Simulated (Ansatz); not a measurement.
Reaction (redistribution): `B[SiH2]O[SiH2]F` + `C[CH]1[NH][AlH]1` → `B[SiH2][CH]1[NH][AlH]1` + `CO[SiH2]F`

Computed with Ansatz on PBE0-D4/def2-TZVP structures; ΔE is electronic, products minus reactants. CCSD(T)/CBS adds triple-zeta CCSD(T) − MP2 to the extrapolated MP2 energy (def2 sets, frozen cores). Functionals use def2-TZVPP. B3LYP here is the variant with VWN-RPA as its local correlation; programs differ in this. Each species was taken in one conformer, which may not be the lowest.

`B[SiH2]O[SiH2]F`:

Z-matrix (Å, degrees):
```
Si
O 1 1.651
B 1 2.004 2 114.9
H 1 1.491 2 107.4 3 121.5
H 1 1.490 2 108.1 3 -122.4
Si 2 1.615 1 144.6 3 11.0
H 3 1.196 1 123.9 2 1.0
H 3 1.197 1 118.6 2 -179.3
F 6 1.596 2 109.6 1 53.8
H 6 1.480 2 110.9 1 -63.8
H 6 1.476 2 108.8 1 171.4
```

`C[CH]1[NH][AlH]1`:

Z-matrix (Å, degrees):
```
C
C 1 1.508
H 1 1.094 2 110.9
H 1 1.099 2 111.3 3 119.3
H 1 1.094 2 112.0 3 -120.7
N 2 1.504 1 116.3 3 172.0
Al 2 1.930 1 126.3 3 102.9
H 2 1.095 1 110.9 3 -56.9
H 6 1.007 2 120.6 1 61.6
H 7 1.573 2 167.4 1 -71.5
```

`B[SiH2][CH]1[NH][AlH]1`:

Z-matrix (Å, degrees):
```
Si
C 1 1.878
B 1 2.002 2 106.5
H 1 1.498 2 107.7 3 -121.0
H 1 1.493 2 109.4 3 122.6
Al 2 1.925 1 118.7 3 136.7
N 2 1.517 1 117.5 3 69.5
H 2 1.094 1 114.6 3 -70.1
H 3 1.198 1 121.2 2 -76.8
H 3 1.198 1 121.7 2 95.3
H 6 1.568 2 164.4 1 72.2
H 7 1.004 2 121.0 1 -63.4
```

`CO[SiH2]F`:

Cartesian coordinates in Å:
```
C 0.540 -1.055 0.698
O -0.491 -0.574 -0.137
Si -0.586 0.932 -0.734
F -0.914 1.988 0.419
H 0.355 -0.776 1.739
H 0.562 -2.143 0.623
H 1.519 -0.664 0.398
H -1.701 0.941 -1.697
H 0.717 1.349 -1.309
```

```csv
level,ΔE (kcal/mol),difference from CCSD(T)/CBS
PBE-D4,33.7,-4.5
r2SCAN-D4,36.7,-1.5
PBE0-D4,35.7,-2.5
B3LYP-D4,37.2,-1.0
ωB97X-V,37.2,-1.0
ωB97M-V,37.4,-0.8
B2PLYP,38.1,-0.1
PBE,33.9,-4.3
r2SCAN,36.8,-1.4
PBE0,35.9,-2.3
B3LYP,37.5,-0.7
HF/def2-TZVPP,41.1,2.9
MP2/def2-TZVPP,38.8,0.6
SCS-MP2/def2-TZVPP,38.9,0.7
CCSD/def2-TZVPP,38.6,0.4
CCSD(T)/def2-TZVPP,37.7,-0.5
HF/def2-QZVPP,41.5,3.3
MP2/def2-QZVPP,39.1,0.9
SCS-MP2/def2-QZVPP,39.3,1.1
HF/CBS(def2),41.5,3.3
MP2/CBS(def2),39.2,1.0
CCSD/CBS(def2),39.0,0.8
CCSD(T)/CBS,38.2,0
```

Largest T1 diagnostic among the species: 0.015.

In def2-TZVPP, CCSD(T) changes the Hartree–Fock value by −3.4 kcal/mol (the triples alone add −0.9 kcal/mol) and MP2 by −2.4 kcal/mol. From PBE to PBE0 (25 % exact exchange), in def2-TZVPP and without D4, ΔE moves by +2.0 kcal/mol.
